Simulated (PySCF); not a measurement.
UHF on Cr⁺ (chromium, charge +1)

Configuration: [Ar] 3d5, high-spin 6S determinant. All numbers are calculated (PySCF 2.14, the non-relativistic Hamiltonian (point nucleus), in aug-cc-pVDZ).

```json
{
  "Total energy": "-1043.137869 hartree",
  "One-electron energy": "-1433.5041 hartree",
  "Hartree (Coulomb) energy": "438.0509 hartree",
  "Exchange energy": "-47.6846 hartree",
  "Kinetic energy": "1043.42332 hartree",
  "⟨S²⟩": "8.7501",
  "⟨L²⟩": "0.000",
  "Sum of ⟨r⟩": "16.58 bohr",
  "Sum of ⟨r²⟩": "20.87 bohr²",
  "Density at the nucleus (Gaussians lack the cusp)": "9260 bohr⁻³",
  "Spin density at the nucleus": "-0.429 bohr⁻³",
  "Langevin diamagnetic susceptibility": "-16.5 ×10⁻⁶ cm³/mol",
  "Time after the integrals": "0.34 s of wall time on 1 thread of Neoverse-N1 (shared host)"
}
```

```csv
shell,electrons,mean orbital energy (hartree),"rms radius, mean of both spins (bohr)"
1s α,1,-220.63702,0.0743
1s β,1,-220.63632,0.0743
2s α,1,-26.50847,0.319
2s β,1,-26.40804,0.319
2p α,3,-22.44021,0.288
2p β,3,-22.33964,0.288
3s α,1,-3.72101,0.982
3s β,1,-3.37446,0.982
3p α,3,-2.53305,1.06
3p β,3,-2.10564,1.06
3d α,5,-0.64610,1.51
```
